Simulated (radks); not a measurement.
The numbers below are computed, except where a source is named.
Problem. The mean radii <r> (bohr) of the occupied orbitals of an atom or ion are listed with their occupations. Level of theory: Dirac Kohn-Sham, BLYP, spin-unpolarised, spherical densities, finite nucleus; Fermi nuclear charge, rms radius of each element as measured or else 0.836 A^(1/3) + 0.57 fm (a radial shooting solver on a logarithmic mesh with Libxc functionals).

| orbital | occ. | <r> |
|---|---|---|
| 1s1/2 | 2 | 0.01867 |
| 2s1/2 | 2 | 0.07834 |
| 2p1/2 | 2 | 0.06487 |
| 2p3/2 | 4 | 0.07271 |
| 3s1/2 | 2 | 0.2043 |
| 3p1/2 | 2 | 0.1942 |
| 3p3/2 | 4 | 0.2088 |
| 3d3/2 | 4 | 0.1829 |
| 3d5/2 | 6 | 0.1874 |
| 4s1/2 | 2 | 0.4587 |
| 4p1/2 | 2 | 0.4644 |
| 4p3/2 | 4 | 0.4976 |
| 4d3/2 | 4 | 0.5165 |
| 4d5/2 | 6 | 0.5280 |
| 5s1/2 | 2 | 1.102 |
| 5p1/2 | 2 | 1.222 |
| 5p3/2 | 4 | 1.330 |
| 4f5/2 | 6 | 0.6344 |
| 4f7/2 | 8 | 0.6455 |
| 6s1/2 | 2 | 3.326 |
| 5d3/2 | 3 | 2.224 |

Name the element and its charge. Open shells, if any, fill j = l - 1/2 first.

Solution. Z = 73, tantalum, charge 0: Ta in [Xe] 4f14 5d3 6s2. The 1s radius gives Z: for a bare nucleus <r> = (2 gamma + 1)/(2Z) with gamma = sqrt(1 - (Z/c)^2), 0.01844 bohr for Z = 73, and screening makes it slightly larger (0.01867 here). The occupations add up to 73, and the charge is Z minus that.
